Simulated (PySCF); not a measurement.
Compound: SnCl(vinyl)3, C6H9ClSn.
Bonds: Sn1–Cl2, Sn1–C3, Sn1–C8, Sn1–C13, C3–C4, C8–C9, C13–C14. Hydrogens: H5 on C3; H6, H7 on C4; H10 on C8; H11, H12 on C9; H15 on C13; H16, H17 on C14.

The calculation used PBE0-D3(BJ)/def2-SVP geometry optimisation, gas phase, def2 core potentials past Kr in PySCF 2.14.0.

(1) List the bond lengths, angles and torsions at this level.

Answers

(1) 
| bond | length (bohr) |
| --- | --- |
| Sn1–Cl2 | 4.490 |
| Sn1–C3, Sn1–C8, Sn1–C13 | 4.031 |
| C3–C4, C8–C9, C13–C14 | 2.522 |
| C3–H5, C8–H10, C13–H15 | 2.073 |
| C4–H6, C9–H11, C14–H16 | 2.071 |
| C4–H7 | 2.072 |
| C9–H12 | 2.072 |
| C14–H17 | 2.072 |

Bonds in one row agree within 0.02 bohr and their mean is given. A selection of angles:
| angle | degrees |
| --- | --- |
| Cl2–Sn1–C3 | 104.1 |
| C3–Sn1–C8 | 114.3 |
| Sn1–C3–C4 | 121.6 |

Dihedral angles: Cl2–Sn1–C3–C4 -1° (synperiplanar); Cl2–Sn1–C8–C9 0° (synperiplanar); Cl2–Sn1–C13–C14 0° (synperiplanar).

All 3 C–Sn bonds measure 2.132 to 2.134 Å. All 3 C–C bonds measure 1.335 Å. Sn1 (tin bonded to 3 C and Cl) is distorted tetrahedral (angles from 104.1° to 114.3°). Of the pairs four or more bonds apart, Cl2···H6 is among the closest relative to their van der Waals radii: 2.92 Å, 99 % of the sum of Bondi's values.

No PBE0-D3(BJ)/def2-SVP frequencies stand behind this structure, so it isn't proved a minimum. The numbers are those of one conformer (Cl2–Sn1–C3–C4 -1°, Cl2–Sn1–C8–C9 0°, Cl2–Sn1–C13–C14 0°, Sn1–C3–C4–H 0° and 180°, Sn1–C8–C9–H 0° and 180°).

The run took 3.9 min of wall time on one thread, Arm Neoverse V1 (aarch64), no GPU, on a shared host, and the process peaked at 0.70 GiB of memory. That covers the optimisation of the geometry.
